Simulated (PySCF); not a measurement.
**A small calculation by hand: chemical shift, span and skew from a shielding tensor**

AlCl₂H₃N, SMILES [Cl][Al+](<-[NH3])[Cl] (connectivity only; charge and spin as stated), charge +1, multiplicity 1. Atoms are numbered in the order given.

```xyz
7

Al    -0.0010    -0.0627    -0.0167
Cl     1.3085     0.9859    -1.1710
Cl    -1.3187     0.2871     1.4964
N      0.0181    -1.9678    -0.4997
H     -0.5184    -2.1605    -1.3582
H     -0.3894    -2.5696     0.2296
H      0.9670    -2.3213    -0.6876
```
Charge +1, spin multiplicity 1.

The structure is a stationary point at ωB97X-D3(BJ)/def2-SVP. The spin state was assumed, not searched. The isomer is the one that the SMILES or the coordinates give; other isomers of the formula were not compared.

GIAO shieldings from PBE/pcSseg-1 run with PySCF, non-relativistic, no solvent. The symmetric part of the tensor of N4 has the principal values 210.8, 228.7, 234.7 ppm. The same nucleus in NH3 has σ = 267.0 ppm at this level (PySCF, at its B3LYP-D3(BJ)/def2-TZVP geometry). Without spin–orbit terms, shifts of atoms bonded to Cl or Br come out too high.

**Question.** Work out the isotropic shielding, the ¹⁵N shift against NH3, the span and the skew.

**Answer.** 
σ(iso) = (σ11 + σ22 + σ33)/3 = 224.7 ppm. δ = σ(ref) − σ(iso) = 267.0 − (224.7) = 42.3 ppm.
Span Ω = σ33 − σ11 = 23.9 ppm. Skew κ = 3(σ(iso) − σ22)/Ω = -0.50. Tumbling in solution averages the tensor to δ; in a static solid the shielding alone would spread this spin-1/2 line over Ω.
